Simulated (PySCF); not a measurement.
Exercise with solution: oscillator strength and radiative lifetime

C2H8ClGeN, SMILES [CH3][Ge]([CH3])([NH2])[Cl].

The structure is a stationary point at B3LYP-D3(BJ)/def2-SVP. One conformer was computed; it need not be the lowest.

TDA-B3LYP/def2-SVPD in PySCF puts the first singlet state with f over 0.02 at 6.33 eV (vertical), with the transition dipole (-0.641, 0.236, 0.000) in atomic units.

Find the oscillator strength, the wavelength and the radiative lifetime that this transition would have in vacuum if emission retraced absorption.


|μ|² = 0.4666 au, so |μ| = 1.74 D. ΔE = 6.33/27.211 = 0.2326 hartree. f = (2/3) ΔE |μ|² = 0.072 (the program prints 0.072).
λ = 1239.84/6.33 = 196 nm; ν = 51055 cm⁻¹.
Einstein's coefficient A = 0.6670 ν² f s⁻¹ (ν in cm⁻¹) = 1.3e8 s⁻¹, so τ = 1/A = 7.9 ns. This state is S1. The figure is the radiative limit of this one transition; relaxation, internal conversion, crossing to triplets and a medium change what is measured.
